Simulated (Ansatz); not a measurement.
Calculated with Ansatz (gas phase, PBE0-D4/def2-TZVP geometries, no zero-point term in ΔE). CCSD(T)/CBS adds triple-zeta CCSD(T) − MP2 to the extrapolated MP2 energy (def2 sets, frozen cores). DFT in def2-TZVPP. B3LYP here is the variant with VWN-RPA as its local correlation; programs differ in this. Each species was taken in one conformer, which may not be the lowest.

`CB[SiH2][SiH2]F` + `OC(F)Cl` → `F[SiH2]C(F)Cl` + `CB[SiH2]O`  (formal exchange of groups at the Si–Si bond)

`CB[SiH2][SiH2]F`:

Z-matrix (Å, degrees):
```
C
B 1 1.551
H 1 1.094 2 113.1
H 1 1.104 2 104.6 3 -113.2
H 1 1.091 2 116.5 3 128.8
Si 2 2.011 1 123.0 3 -147.7
H 2 1.200 1 118.5 3 39.1
Si 6 2.349 2 105.0 1 -83.8
H 6 1.490 2 114.5 1 158.4
H 6 1.492 2 113.4 1 32.4
F 8 1.607 6 110.9 2 178.3
H 8 1.487 6 111.7 2 -62.0
H 8 1.488 6 110.8 2 59.2
```

`OC(F)Cl`:

Cartesian coordinates in Å:
```
O 0.620 0.798 0.495
C -0.321 0.044 -0.103
F -0.901 -0.814 0.773
Cl 0.346 -0.953 -1.438
H 1.339 0.230 0.799
H -1.083 0.694 -0.527
```

`F[SiH2]C(F)Cl`:

Cartesian coordinates in Å:
```
F 0.912 -1.041 1.547
Si 0.106 0.189 0.933
C -0.005 -0.072 -0.946
F -0.632 1.013 -1.505
Cl -0.944 -1.541 -1.282
H 0.867 1.431 1.206
H -1.260 0.225 1.493
H 0.956 -0.203 -1.447
```

`CB[SiH2]O`:

Z-matrix (Å, degrees):
```
C
B 1 1.552
H 1 1.092 2 116.0
H 1 1.105 2 103.8 3 -116.7
H 1 1.093 2 114.3 3 129.6
Si 2 2.014 1 125.0 3 20.2
H 2 1.203 1 118.3 3 -163.6
O 6 1.660 2 115.5 1 -7.6
H 6 1.498 2 108.2 1 116.8
H 6 1.489 2 110.2 1 -126.1
H 8 0.957 6 117.3 2 58.9
```

```csv
level,ΔE (kJ/mol),difference from CCSD(T)/CBS
BLYP-D4,-84.1,10.5
B97M-V,-75.8,18.8
PBE0-D4,-69.2,25.4
B3LYP-D4,-87.7,6.9
BHLYP-D4,-94.9,-0.3
CAM-B3LYP-D4,-92.2,2.4
revPBE,-63.5,31.1
r2SCAN,-77.4,17.2
PBE0,-69.6,25.0
r2SCANh,-78.7,15.9
BHLYP,-95.8,-1.2
CAM-B3LYP,-92.7,1.9
CCSD(T)/def2-SVP,-57.6,37.0
MP2/def2-TZVPP,-99.2,-4.6
CCSD(T)/def2-TZVPP,-89.0,5.6
MP2/CBS(def2),-104.7,-10.1
CCSD(T)/CBS,-94.6,0
```

Largest T1 diagnostic among the species: 0.013.

Leaving LDA and LC-ωPBE aside and taking each functional with its dispersion term where it has one, the values, not all of them listed here, spread over 32.0 kJ/mol, from BHLYP-D4 to PBE-D4. LDA lies +5.6 kJ/mol from PBE without D4. From r2SCAN to r2SCAN0 (25 % exact exchange), in def2-TZVPP and without D4, ΔE moves by −3.2 kJ/mol.

CCSD(T)/CBS has its own doubt, a few kJ/mol and more with outer-core shells, so smaller differences from it don't rank the levels.
